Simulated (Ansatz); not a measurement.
# Relaxing a trial structure of CH3FSeSn

The starting geometry of this gas-phase singlet was optimised with GFN2-xTB; its bonds are those of `[CH3][Sn]([F])=[Se]`.

```xyz
7

C    -0.1837   -1.4849   -1.5495
F     1.1654   -2.3912    1.2058
Se    2.8763   -4.7402   -1.0796
Sn    1.3319   -2.9607   -0.7295
H     0.0955   -1.2376   -2.5685
H    -1.1589   -1.9637   -1.5230
H    -0.1760   -0.6072   -0.9124
```

Predict what becomes of its bonds when it is optimised with B3LYP-D3(BJ)/def2-SVP.

It keeps its bonds, and is `[CH3][Sn]([F])=[Se]`.

The energy falls by 0.16 eV over 22 steps:

```json
{"step": "1", "E − E(last) (eV)": "0.165"}
{"step": "3", "E − E(last) (eV)": "0.007"}
{"step": "6", "E − E(last) (eV)": "0.001"}
{"step": "8", "E − E(last) (eV)": "0.001"}
{"step": "10", "E − E(last) (eV)": "0.001"}
{"step": "13", "E − E(last) (eV)": "0.000"}
{"step": "15", "E − E(last) (eV)": "0.000"}
{"step": "17", "E − E(last) (eV)": "0.000"}
{"step": "20", "E − E(last) (eV)": "0.000"}
{"step": "22", "E − E(last) (eV)": "0.000"}
```

Final geometry (Å):

```xyz
7

C    -0.1105   -1.5236   -1.5355
F     0.8605   -2.6022    1.2583
Se    2.9297   -4.4547   -1.2449
Sn    1.2790   -2.9037   -0.6306
H    -0.0086   -1.5663   -2.6271
H    -1.1220   -1.8157   -1.2212
H     0.1224   -0.5192   -1.1557
```

Frequencies at the end are all real (lowest 38 cm⁻¹). Atoms past krypton carry core potentials, without spin–orbit terms. Run with Ansatz 0.2.0, 46 s on 2 threads of Arm Neoverse V2, with other jobs on the host.
